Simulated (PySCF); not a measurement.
**The second ionisation energy along group 11**

Calculated with PySCF 2.14 from differences of total energies of unrestricted determinants, without spin-orbit coupling. Values in eV. The last column holds reference values (NIST; (s) semi-empirical, (t) theoretical, else measured). Unmarked ones compare directly (S terms, centres of terms, or small fine structure); those marked * lie between the lowest fine-structure levels and include a spin-orbit shift.

| element | configurations | UHF | M06-2X | MP2 (valence) | SCS-MP2 (valence) | reference |
| --- | --- | --- | --- | --- | --- | --- |
| Cu (def2-SVP, non-relativistic) | [Ar] 3d10 → [Ar] 3d9 | 17.454 | 20.136 | 20.216 | 19.863 | 20.292 * |
| Ag (def2-SVP with the def2 core potential (28 electrons), ECP) | [Kr] 4d10 → [Kr] 4d9 | 19.859 | 21.854 | 21.132 | 20.984 | 21.484 * |
| Au (def2-SVP with the def2 core potential (60 electrons), ECP) | [Xe] 4f14 5d10 → [Xe] 4f14 5d9 | 19.060 | 20.861 | 20.530 | 20.385 | 20.203 ± 0.025 * |

"Valence" correlates the outer s and p shells and, in groups 3 to 12 and the f block, the outer d or f shell, open or full, or the next shell where the ion has no valence electron left; the wider scheme adds the next inner shell.
